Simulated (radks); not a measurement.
The gold anion Au-, [Hg], held by a Watson sphere: a shell of charge +1 at radius R that stands for the Madelung well of a crystal (potential energy -1/R inside, -1/r outside, in hartree with lengths in bohr). All-electron calculation, scalar-relativistic Kohn-Sham, PBE, spin-polarised, spherical densities, finite nucleus; Fermi nuclear charge, rms radius of each element as measured or else 0.836 A^(1/3) + 0.57 fm. Program: a radial shooting solver on a logarithmic mesh with Libxc functionals. Response by self-consistent Sternheimer equations with the Hartree and adiabatic LDA kernel, the relativistic mass of each level held fixed and spin-orbit coupling left out. The sphere does not respond.

| R (bohr) | e(5p) (eV) | e(5d) (eV) | e(6s) (eV) | <r> 6s (bohr) | sum of <r^2> (bohr^2) | X-ray form factor at sin(theta)/lambda = 0.1 1/angstrom | alpha (bohr^3) |
|---|---|---|---|---|---|---|---|
| 2.72 | -60.150 | -7.422 | -6.725 | 2.825 | 69.77 | 75.574 | 43.02 |
| 3.25 | -59.509 | -6.706 | -6.210 | 2.915 | 71.79 | 75.499 | 49.54 |
| 4.21 | -58.511 | -5.639 | -5.246 | 3.055 | 74.66 | 75.412 | 62.59 |
| 5.62 | -57.388 | -4.488 | -4.105 | 3.184 | 77.32 | 75.356 | 80.94 |
| 6 | -57.146 | -4.243 | -3.858 | 3.207 | 77.81 | 75.348 | 85.35 |
| 6.1 | -57.086 | -4.183 | -3.796 | 3.212 | 77.92 | 75.347 | 86.47 |
| 6.59 | -56.810 | -3.906 | -3.516 | 3.235 | 78.42 | 75.340 | 91.66 |

Estimate the row for R = 4.92 bohr.

Answer. e(5p) (eV) -57.898; e(5d) (eV) -5.007; e(6s) (eV) -4.625; <r> 6s (bohr) 3.130; sum of <r^2> (bohr^2) 76.19; X-ray form factor at sin(theta)/lambda = 0.1 1/angstrom 75.376; alpha (bohr^3) 72.14.
